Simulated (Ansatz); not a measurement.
Basis-set series for ClH6NSi2Sn, SMILES `[SiH3][N]([SiH3])[Sn][Cl]`. The species carries charge 0 and has multiplicity 1. Sn takes the def2 core potential. The structure was optimised at the PBE0-D4/def2-TZVP level. It is one conformer, not always the lowest.

| functional | basis | functions | energy (Eh) | HOMO (eV) | LUMO (eV) |
| --- | --- | --- | --- | --- | --- |
| PBE0-D4 | def2-SVP | 124 | -1311.12840 | -7.68 | -2.57 |
| PBE0-D4 | def2-QZVPP | 529 | -1311.61019 | -7.79 | -2.69 |
| ωB97M-V | def2-SVP | 124 | -1311.43328 | -9.71 | -0.79 |
| ωB97M-V | def2-QZVPP | 529 | -1311.91584 | -9.88 | -1.01 |

Problem. Give the rows for def2-TZVPP. (An estimate is asked.)

Solution. Computed: 
```json
{"functional": "PBE0-D4", "basis": "def2-TZVPP", "functions": "291", "energy (Eh)": "-1311.57091", "HOMO (eV)": "-7.78", "LUMO (eV)": "-2.67"}
{"functional": "ωB97M-V", "basis": "def2-TZVPP", "functions": "291", "energy (Eh)": "-1311.87907", "HOMO (eV)": "-9.86", "LUMO (eV)": "-0.97"}
```
